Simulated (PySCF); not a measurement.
H₃GeIMg (SMILES [GeH3][Mg][I]), singlet, geometry from GFN2-xTB (such geometries of metal compounds can be far from the true shape) (all electrons, no relativity), with bond 4-3 at 2.4 times its length; PySCF with SA2-CASSCF(4,6)/STO-3G.

The PySCF input:
```python
from pyscf import gto, scf, mcscf
import numpy

mol = gto.M(
    atom='''
Mg    0.332894    0.276842    0.800769
I    -0.401922    1.172508   -1.537443
Ge    0.494629   -1.813545    2.032260
H     2.339504   -4.352143    0.176191
H     1.056271   -2.037188    3.413069
H    -0.840613   -2.523101    2.170984
''',
    basis='sto-3g',
    charge=0,
    spin=0,
    verbose=4,
)

mf = scf.RHF(mol)
mf.kernel()
mc = mcscf.CASSCF(mf, 6, 4)
mc.fix_spin_(ss=0.0)
mc = mc.state_average_([0.5, 0.5])
mc.kernel()
```

The log (banner, timings and long lists left out):

```
PySCF version 2.14.0

[INPUT] verbose = 4
[INPUT] num. atoms = 6
[INPUT] num. electrons = 100
[INPUT] charge = 0
[INPUT] spin (= nelec alpha-beta = 2S) = 0
[INPUT] symmetry False subgroup None
[INPUT] Mole.unit = angstrom
[INPUT] Symbol           X                Y                Z      unit          X                Y                Z       unit  Magmom
[...]
nuclear repulsion = 448.690050822153
number of shells = 27
number of NR pGTOs = 171
number of NR cGTOs = 57
basis = sto-3g
ecp = {}

******** <class 'pyscf.scf.hf.RHF'> ********
method = RHF
initial guess = minao
damping factor = 0
level_shift factor = 0
DIIS = <class 'pyscf.scf.diis.CDIIS'>
diis_start_cycle = 1
diis_space = 8
diis_damp = 0
SCF conv_tol = 1e-09
SCF conv_tol_grad = None
SCF max_cycles = 50
direct_scf = True
direct_scf_tol = 1e-13
Set gradient conv threshold to 3.16228e-05
Initial guess from minao.
init E= -9075.90723394337
[...]
cycle= 1 E= -9100.6590065182  delta_E= -24.8  |g|= 0.523  |ddm|= 2.93
[...]
cycle= 2 E= -9100.88309191191  delta_E= -0.224  |g|= 0.33  |ddm|= 3.16
[...]
cycle= 3 E= -9101.08288061894  delta_E= -0.2  |g|= 0.0481  |ddm|= 1.85
[...]
cycle= 4 E= -9101.08500088181  delta_E= -0.00212  |g|= 0.0113  |ddm|= 0.147
[...]
cycle= 5 E= -9101.08512354039  delta_E= -0.000123  |g|= 0.00317  |ddm|= 0.0393
[...]
cycle= 6 E= -9101.08513111665  delta_E= -7.58e-06  |g|= 0.00178  |ddm|= 0.00992
[...]
cycle= 7 E= -9101.08513325313  delta_E= -2.14e-06  |g|= 0.00101  |ddm|= 0.00836
[...]
cycle= 8 E= -9101.08513410699  delta_E= -8.54e-07  |g|= 0.000309  |ddm|= 0.00218
[...]
cycle= 9 E= -9101.08513419246  delta_E= -8.55e-08  |g|= 4.04e-05  |ddm|= 0.00104
[...]
cycle= 10 E= -9101.08513419409  delta_E= -1.63e-09  |g|= 2.14e-06  |ddm|= 0.000122
[...]
cycle= 11 E= -9101.08513419407  delta_E= 1.82e-11  |g|= 3.21e-07  |ddm|= 7.61e-06
[...]
Extra cycle  E= -9101.08513419403  delta_E= 4.55e-11  |g|= 1.66e-07  |ddm|= 8.92e-07
converged SCF energy = -9101.08513419403

******** <class 'pyscf.mcscf.addons.StateAverageCASSCF'> ********
CAS (2e+2e, 6o), ncore = 48, nvir = 3
max_cycle_macro = 50
max_cycle_micro = 4
conv_tol = 1e-07
conv_tol_grad = None
orbital rotation max_stepsize = 0.02
orbital rotation threshold for CI restart = 0.01
augmented hessian ah_max_cycle = 30
augmented hessian ah_conv_tol = 1e-12
augmented hessian ah_linear dependence = 1e-14
augmented hessian ah_level shift = 1e-08
augmented hessian ah_start_tol = 2.5
augmented hessian ah_start_cycle = 3
[...]
CASCI E = -9101.14773109634  S^2 = 0.0000000
[...]
               |grad[o]|=  0.1  |ddm|=0.0253  |maxRot[o]|=0.311
macro iter   2 ( 21 JK    4 micro), CASSCF E = -9101.16571486179  dE = -7.50134139e-03  S^2 = 0.0000000
               |grad[o]|=0.0473  |ddm|=0.0904  |maxRot[o]|=0.312
macro iter   3 ( 21 JK    4 micro), CASSCF E = -9101.17105677229  dE = -5.34191050e-03  S^2 = 0.0000000
               |grad[o]|=0.0318  |ddm|=0.051  |maxRot[o]|=0.222
macro iter   4 ( 21 JK    4 micro), CASSCF E = -9101.17447853689  dE = -3.42176460e-03  S^2 = 0.0000000
               |grad[o]|=0.0173  |ddm|=0.016  |maxRot[o]|=0.221
macro iter   5 ( 21 JK    4 micro), CASSCF E = -9101.17674395886  dE = -2.26542197e-03  S^2 = 0.0000000
               |grad[o]|=0.00924  |ddm|=0.0135  |maxRot[o]|=0.276
macro iter   6 ( 20 JK    4 micro), CASSCF E = -9101.17826206391  dE = -1.51810505e-03  S^2 = 0.0000000
               |grad[o]|=0.00605  |ddm|=0.00919  |maxRot[o]|=0.273
macro iter   7 ( 15 JK    4 micro), CASSCF E = -9101.17853984839  dE = -2.77784477e-04  S^2 = 0.0000000
               |grad[o]|=0.00349  |ddm|=0.00325  |maxRot[o]|=0.0392
macro iter   8 ( 12 JK    4 micro), CASSCF E = -9101.17865902021  dE = -1.19171824e-04  S^2 = 0.0000000
               |grad[o]|=0.00211  |ddm|=0.00427  |maxRot[o]|=0.0455
macro iter   9 (  8 JK    3 micro), CASSCF E = -9101.17866507220  dE = -6.05198875e-06  S^2 = 0.0000000
               |grad[o]|=0.000591  |ddm|=0.00299  |maxRot[o]|=0.0117
macro iter  10 (  3 JK    1 micro), CASSCF E = -9101.17866528249  dE = -2.10295184e-07  S^2 = 0.0000000
               |grad[o]|=0.000178  |ddm|=0.000488  |maxRot[o]|=0.000606
macro iter  11 (  3 JK    1 micro), CASSCF E = -9101.17866539096  dE = -1.08462700e-07  S^2 = 0.0000000
               |grad[o]|=0.000115  |ddm|=0.000386  |maxRot[o]|=0.000532
macro iter  12 (  3 JK    1 micro), CASSCF E = -9101.17866543057  dE = -3.96139512e-08  S^2 = 0.0000000
               |grad[o]|=8.1e-05  |ddm|=0.000134  |maxRot[o]|=0.000358
1-step CASSCF converged in  12 macro (169 JK  38 micro) steps
CASSCF canonicalization
Density matrix diagonal elements [1.88263633 0.92966526 0.70958009 0.4651343  0.00543636 0.00754766]
CASSCF energy = -9101.17866543057
CASCI E = -9101.17866543057  E(CI) = -2.67172788361131  S^2 = 0.0000000
CASCI state-averaged energy = -9101.17866543057
CASCI energy for each state
  State 0 weight 0.5  E = -9101.27440310914 S^2 = 0.0000000
  State 1 weight 0.5  E = -9101.082927752 S^2 = 0.0000000
```
